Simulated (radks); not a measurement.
All-electron atom: As27+ in [He] 2s2 2p2. Method: scalar-relativistic Kohn-Sham, BLYP, spin-unpolarised, spherical densities, finite nucleus; Fermi nuclear charge, rms radius 4.0968 fm; computed with a radial shooting solver on a logarithmic mesh with Libxc functionals.

Normalised radial functions P(r) = r R(r), r in bohr:

```
   r/bohr * 1s, o 2s, + 2p (the largest magnitude, 4.22, reaches the edge; | marks zero, & curves that meet)
 0.002031                             + o  *
 0.002236                             + o  *
 0.002461                             + o   *
 0.002709                             + o   *
 0.002982                             + o    *
 0.003283                             +  o    *
 0.003613                             +  o    *
 0.003977                             +  o     *
 0.004378                             +  o      *
 0.004819                             +   o     *
 0.005305                             +   o      *
 0.005839                             +   o       *
 0.006428                             +   o        *
 0.007075                             +    o        *
 0.007788                             +    o         *
 0.008573                             +    o          *
 0.009437                             |+    o          *
  0.01039                             |+    o           *
  0.01143                             |+    o            *
  0.01259                             |+     o             *
  0.01385                             |+     o              *
  0.01525                             |+     o               *
  0.01679                             | +     o               *
  0.01848                             | +     o                *
  0.02034                             | +     o                *
  0.02239                             |  +    o                 *
  0.02465                             |  +    o                  *
  0.02713                             |   +   o                  *
  0.02986                             |   +  o                   *
  0.03287                             |    + o                   *
  0.03618                             |    +o                   *
  0.03983                             |     &                   *
  0.04384                             |    o +                 *
  0.04826                             |  o    +               *
  0.05312                             | o      +            *
  0.05848                             |o        +         *
  0.06437                            o|          +       *
  0.07085                          o  |           +   *
  0.07799                        o    |            +*
  0.08585                      o      |           *+
   0.0945                    o        |         *   +
    0.104                  o          |       *      +
   0.1145                 o           |     *        +
    0.126               o             |    *          +
   0.1387              o              |   *          +
   0.1527              o              |  *           +
   0.1681             o               | *           +
   0.1851              o              |*            +
   0.2037               o             |*          +
   0.2242                o            *          +
   0.2468                 o           *        +
   0.2717                   o         *       +
   0.2991                     o       *     +
   0.3292                       o     *    +
   0.3624                        o    *   +
   0.3989                          o  *  +
   0.4391                           o * +
   0.4833                            o*+
    0.532                            o*+
   0.5856                             &
   0.6446                             &
```

1s: eigenvalue -13509.4 eV, 0 radial nodes, <r> = 0.0453 bohr, 90 % of the charge inside 0.0810 bohr. 2s: eigenvalue -2977.8 eV, 1 radial node at r = 0.0603 bohr, <r> = 0.191 bohr, 90 % of the charge inside 0.292 bohr. 2p: eigenvalue -2848.5 eV, 0 radial nodes, <r> = 0.164 bohr, 90 % of the charge inside 0.264 bohr.
